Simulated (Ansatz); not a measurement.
Ideal-gas functions of F6Se (`F[Se](F)(F)(F)(F)F`) at 298.15 K and 1 bar, from an Ansatz frequency run at PBE0-D4/def2-TZVP.

Molar mass 192.95 g/mol, point group Oh (symmetry number 24), electronic degeneracy 1, moments of inertia 216.746, 216.747, 216.747 u Å². Harmonic wavenumbers (cm⁻¹, unscaled): 262, 262, 262, 399, 399, 399, 434, 434, 434, 662, 662, 722, 791, 791, 791.

Use S(trans) = R[1.5 ln M + 2.5 ln T − 1.1517]; rotational temperatures θ = 24.2544 K / I; S(rot) = R[ln(√π/σ · √(T³/θAθBθC)) + 1.5]; for each mode x = 1.438777 ν̃/T, S = R[x/(eˣ − 1) − ln(1 − e⁻ˣ)] and H = RT x/(eˣ − 1); 1 cm⁻¹ = 0.0119627 kJ/mol; R = 8.31446 J/(mol·K).

Q: By hand: the entropy, in J/(mol·K).

A: Translation 174.5. Rotation: θ = 0.1119, 0.1119, 0.1119 K, giving 89.2. Vibration, mode by mode: 6.90, 6.90, 6.90, 4.04, 4.04, 4.04, 3.54, 3.54, 3.54, 1.48, 1.48, 1.18, 0.90, 0.90, 0.90, in all 50.3. Electronic 0.0. Sum 314.0 J/(mol·K).

Q: By hand: H − E and G − E in kJ/mol, counted from the electronic energy.

A: Zero-point energy ½ × 7704 × 0.0119627 = 46.1; thermal vibration 9.9; translation, rotation and pV give 4 RT = 9.9. H − E = 65.9 kJ/mol, and G − E = 65.9 − 298.15 × 314.0/1000 = -27.7 kJ/mol.

Vibration gives 16 % of the entropy.
